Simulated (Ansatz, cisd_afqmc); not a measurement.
Species: SnHF, charge 0, singlet. SnHF (SMILES [F][SnH]).
B3LYP-D3(BJ)/def2-TZVP minimum from Ansatz (a first-principles code):
```xyz
3

Sn    -0.0970    -0.1732     0.2167
H     -1.0126    -1.0871    -1.0253
F      0.6513     1.0832    -1.0899
```

Total energies in def2-SVP, 12 correlated electrons, 10 frozen orbitals. Open shells are spin-unrestricted; no spin-orbit coupling. Cores are frozen in correlated methods (noble-gas shells, and filled d and f shells in the p block). Past Kr the def2 sets carry scalar-relativistic core potentials. AFQMC is phaseless with a CISD trial state; ± is one standard error, without the phaseless bias. Outlying blocks are dropped, and bars are widened where a walk drifts. Over all cases where full CI ran beside it in this data, AFQMC minus full CI had a median of +0.1 mEh and passed +0.4 mEh in a tenth of the cases. Spin-orbit terms, left out, reach several kcal/mol for Br and I, and more for heavier atoms.

| method | program | energy (Eh) | minus CCSDTQ (mEh) |
|---|---|---|---|
| HF | Ansatz | -313.29436 | 281.08 |
| MP2 | Ansatz | -313.55240 | 23.04 |
| CCSD | Ansatz | -313.56939 | 6.05 |
| CCSD(T) | Ansatz | -313.57427 | 1.16 |
| CCSDT(Q) | Ansatz | -313.57552 | -0.09 |
| CCSDTQ | Ansatz | -313.57544 | 0.00 |
| AFQMC/CISD | cisd_afqmc | -313.5759 ± 0.0003 | -0.4 ± 0.3 |

Rough core times of Ansatz's runs on a shared machine: CCSD(T) under 20 s, CCSDT(Q) under 20 s, CCSDTQ 8 min.
